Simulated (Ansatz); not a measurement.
**How methods differ on SnH4 (SMILES [H][Sn]([H])([H])[H])**

SnH4 has 5 atoms, charge 0, and is taken as a singlet. SMILES: `[H][Sn]([H])([H])[H]`. Geometry: a GFN2-xTB relaxation, a rough one for these elements and not checked as a minimum.

```xyz
5

Sn   -0.0010   -0.0002   -0.0005
H     0.0120   -0.0185    1.6382
H     1.5407    0.0108   -0.5549
H    -0.7797    1.3421   -0.5271
H    -0.7720   -1.3341   -0.5557
```

Quantity: the energy change with the Sn1–H2 bond stretched from 1.639 to 2.458 Å, in eV. The values are calculated.

```csv
level,kind,program,value (eV),CPU time (all runs)
HF/STO-3G (restricted),Hartree–Fock,Ansatz,3.44,0.81 s
PBE/STO-3G (restricted),GGA,Ansatz,2.59,3.1 s
r2SCAN0/STO-3G (restricted),hybrid meta-GGA,Ansatz,2.98,7.1 s
CAM-B3LYP/STO-3G (restricted),range-separated hybrid,Ansatz,2.99,3.6 s
wB97M-V/STO-3G (restricted),range-separated hybrid,Ansatz,?,35 s
wB97X/STO-3G (restricted),range-separated hybrid,Ansatz,?,12 s
CCSD(T)/STO-3G (restricted),coupled cluster or CI,Ansatz,2.49,0.97 s
CCSDTQ/STO-3G (restricted),coupled cluster or CI,Ansatz,2.49,12 s
FCI/STO-3G,exact in the basis,Ansatz,2.49,3.2 s
```

Problem. Estimate the missing values from the other rows.

Solution. As computed at these levels: wB97M-V/STO-3G (restricted): 2.97 eV; wB97X/STO-3G (restricted): 3.01 eV. Spin-restricted single references rise too steeply as a bond breaks, Hartree–Fock most of all. All-electron rows without a relativistic Hamiltonian named are non-relativistic. The first shape isn't each level's own minimum. The values span 2.49 to 3.44 eV. All rows use very small basis sets, so even the best lies far from the true value. In the correlated wave-function rows the outer d shell of Sn is correlated, in sets not made for it. Times are those of the runs behind each value, whatever else they computed, on shared processors of several kinds: orders of magnitude only.
